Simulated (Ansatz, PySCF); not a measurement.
Reaction R1 + R2 → P1 + P2, each structure at its B3LYP-D3(BJ)/def2-TZVP stationary point, reached from a drawn start (curvature not checked).
R1: Cl atom, charge 0, multiplicity 2.
P1: H atom, charge 0, multiplicity 2.
R2: H2 (SMILES [H][H]), charge 0, multiplicity 1.
P2, HCl (SMILES Cl) (charge 0, multiplicity 1):
```tsv
atom	x (Å)	y (Å)	z (Å)
Cl	0.0000	0.0000	0.6410
H	0.0000	0.0000	-0.6410
```

```json
[
 {"level": "HF/aug-cc-pV(D+d)Z", "reaction energy (kcal/mol)": "4.92", "minus CCSD(T)/CBS(aug-cc-pV(T+d)Z, aug-cc-pV(Q+d)Z)": "2.91"},
 {"level": "HF/aug-cc-pV(T+d)Z", "reaction energy (kcal/mol)": "6.73", "minus CCSD(T)/CBS(aug-cc-pV(T+d)Z, aug-cc-pV(Q+d)Z)": "4.73"},
 {"level": "HF/aug-cc-pV(Q+d)Z", "reaction energy (kcal/mol)": "6.80", "minus CCSD(T)/CBS(aug-cc-pV(T+d)Z, aug-cc-pV(Q+d)Z)": "4.79"},
 {"level": "SVWN5/def2-TZVPPD", "reaction energy (kcal/mol)": "-7.56", "minus CCSD(T)/CBS(aug-cc-pV(T+d)Z, aug-cc-pV(Q+d)Z)": "-9.57"},
 {"level": "PBE/def2-TZVPPD", "reaction energy (kcal/mol)": "-2.03", "minus CCSD(T)/CBS(aug-cc-pV(T+d)Z, aug-cc-pV(Q+d)Z)": "-4.04"},
 {"level": "BLYP/def2-TZVPPD", "reaction energy (kcal/mol)": "4.72", "minus CCSD(T)/CBS(aug-cc-pV(T+d)Z, aug-cc-pV(Q+d)Z)": "2.71"},
 {"level": "revPBE/def2-TZVPPD", "reaction energy (kcal/mol)": "1.26", "minus CCSD(T)/CBS(aug-cc-pV(T+d)Z, aug-cc-pV(Q+d)Z)": "-0.75"},
 {"level": "r2SCAN/def2-TZVPPD", "reaction energy (kcal/mol)": "1.17", "minus CCSD(T)/CBS(aug-cc-pV(T+d)Z, aug-cc-pV(Q+d)Z)": "-0.84"},
 {"level": "B97M-V/def2-TZVPPD", "reaction energy (kcal/mol)": "-0.20", "minus CCSD(T)/CBS(aug-cc-pV(T+d)Z, aug-cc-pV(Q+d)Z)": "-2.20"},
 {"level": "B3LYP/def2-TZVPPD", "reaction energy (kcal/mol)": "4.96", "minus CCSD(T)/CBS(aug-cc-pV(T+d)Z, aug-cc-pV(Q+d)Z)": "2.95"},
 {"level": "PBE0/def2-TZVPPD", "reaction energy (kcal/mol)": "-0.77", "minus CCSD(T)/CBS(aug-cc-pV(T+d)Z, aug-cc-pV(Q+d)Z)": "-2.78"},
 {"level": "BHLYP/def2-TZVPPD", "reaction energy (kcal/mol)": "6.28", "minus CCSD(T)/CBS(aug-cc-pV(T+d)Z, aug-cc-pV(Q+d)Z)": "4.27"},
 {"level": "M06-2X/def2-TZVPPD", "reaction energy (kcal/mol)": "2.29", "minus CCSD(T)/CBS(aug-cc-pV(T+d)Z, aug-cc-pV(Q+d)Z)": "0.28"},
 {"level": "CAM-B3LYP/def2-TZVPPD", "reaction energy (kcal/mol)": "3.83", "minus CCSD(T)/CBS(aug-cc-pV(T+d)Z, aug-cc-pV(Q+d)Z)": "1.83"},
 {"level": "wB97X-V/def2-TZVPPD", "reaction energy (kcal/mol)": "1.35", "minus CCSD(T)/CBS(aug-cc-pV(T+d)Z, aug-cc-pV(Q+d)Z)": "-0.66"},
 {"level": "wB97M-V/def2-TZVPPD", "reaction energy (kcal/mol)": "1.06", "minus CCSD(T)/CBS(aug-cc-pV(T+d)Z, aug-cc-pV(Q+d)Z)": "-0.95"},
 {"level": "B2PLYP/def2-TZVPPD", "reaction energy (kcal/mol)": "3.26", "minus CCSD(T)/CBS(aug-cc-pV(T+d)Z, aug-cc-pV(Q+d)Z)": "1.25"},
 {"level": "MP2/aug-cc-pV(D+d)Z", "reaction energy (kcal/mol)": "-2.91", "minus CCSD(T)/CBS(aug-cc-pV(T+d)Z, aug-cc-pV(Q+d)Z)": "-4.92"},
 {"level": "MP2/aug-cc-pV(T+d)Z", "reaction energy (kcal/mol)": "-2.18", "minus CCSD(T)/CBS(aug-cc-pV(T+d)Z, aug-cc-pV(Q+d)Z)": "-4.19"},
 {"level": "MP2/aug-cc-pV(Q+d)Z", "reaction energy (kcal/mol)": "-2.64", "minus CCSD(T)/CBS(aug-cc-pV(T+d)Z, aug-cc-pV(Q+d)Z)": "-4.65"},
 {"level": "MP2/CBS(aug-cc-pV(T+d)Z, aug-cc-pV(Q+d)Z)", "reaction energy (kcal/mol)": "-3.03", "minus CCSD(T)/CBS(aug-cc-pV(T+d)Z, aug-cc-pV(Q+d)Z)": "-5.04"},
 {"level": "SCS-MP2/aug-cc-pV(D+d)Z", "reaction energy (kcal/mol)": "0.86", "minus CCSD(T)/CBS(aug-cc-pV(T+d)Z, aug-cc-pV(Q+d)Z)": "-1.15"},
 {"level": "SCS-MP2/aug-cc-pV(T+d)Z", "reaction energy (kcal/mol)": "2.05", "minus CCSD(T)/CBS(aug-cc-pV(T+d)Z, aug-cc-pV(Q+d)Z)": "0.04"},
 {"level": "SCS-MP2/aug-cc-pV(Q+d)Z", "reaction energy (kcal/mol)": "1.59", "minus CCSD(T)/CBS(aug-cc-pV(T+d)Z, aug-cc-pV(Q+d)Z)": "-0.42"},
 {"level": "CCSD/aug-cc-pV(D+d)Z", "reaction energy (kcal/mol)": "3.46", "minus CCSD(T)/CBS(aug-cc-pV(T+d)Z, aug-cc-pV(Q+d)Z)": "1.45"},
 {"level": "CCSD/aug-cc-pV(T+d)Z", "reaction energy (kcal/mol)": "4.62", "minus CCSD(T)/CBS(aug-cc-pV(T+d)Z, aug-cc-pV(Q+d)Z)": "2.61"},
 {"level": "CCSD/aug-cc-pV(Q+d)Z", "reaction energy (kcal/mol)": "4.07", "minus CCSD(T)/CBS(aug-cc-pV(T+d)Z, aug-cc-pV(Q+d)Z)": "2.06"},
 {"level": "CCSD(T)/aug-cc-pV(D+d)Z", "reaction energy (kcal/mol)": "2.35", "minus CCSD(T)/CBS(aug-cc-pV(T+d)Z, aug-cc-pV(Q+d)Z)": "0.34"},
 {"level": "CCSD(T)/aug-cc-pV(T+d)Z", "reaction energy (kcal/mol)": "3.13", "minus CCSD(T)/CBS(aug-cc-pV(T+d)Z, aug-cc-pV(Q+d)Z)": "1.12"},
 {"level": "CCSD(T)/aug-cc-pV(Q+d)Z", "reaction energy (kcal/mol)": "2.51", "minus CCSD(T)/CBS(aug-cc-pV(T+d)Z, aug-cc-pV(Q+d)Z)": "0.50"},
 {"level": "CCSD(T)/CBS(aug-cc-pV(T+d)Z, aug-cc-pV(Q+d)Z)", "reaction energy (kcal/mol)": "2.01", "minus CCSD(T)/CBS(aug-cc-pV(T+d)Z, aug-cc-pV(Q+d)Z)": "0.00"}
]
```

 The comparison column counts from a level with limits of its own.

P less R. No zero-point or thermal terms; singlets are restricted closed shells; open shells are unrestricted; no spin–orbit coupling.

Frozen-core correlation throughout. CBS: X⁻³ extrapolation of the correlation energy, Hartree–Fock from the larger set.

The values were computed with Ansatz (Gaussian basis) for Hartree–Fock, density functionals and correlated methods; PySCF for M06-2X. No computed number here is a measurement.

Ansatz is an electronic-structure program.
